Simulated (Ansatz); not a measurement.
`[O]=[W]([OH])([F])([F])[Cl]`. Total charge 0; spin multiplicity 1. Correlated methods include outer-core shells of W, which these sets cover unevenly. W: def2 effective core potential.

Cartesian coordinates in Å:
```
O 0.8712 0.7527 1.4190
W 0.0899 -0.2300 0.3105
O 0.3776 0.5439 -1.3613
F 1.3096 -1.5268 -0.2038
F -0.6922 -1.5856 1.3186
Cl -2.0275 0.6769 0.2588
H 0.0714 1.3690 -1.7419
```

**Question.** Give the diagnostics of a CCSD(T)/def2-TZVPP run (frozen core, Ansatz 0.2.0). (An estimate is asked.)

**Answer.** Computed: T1 = 0.0210, largest single amplitude 0.042, largest double 0.044, (T) share of the correlation energy 4.7 %, 14 CCSD cycles. The RHF solution is stable towards an unrestricted one. T1 lies over the customary mark of 0.02 for closed shells; compounds of d metals often pass it without a breakdown.
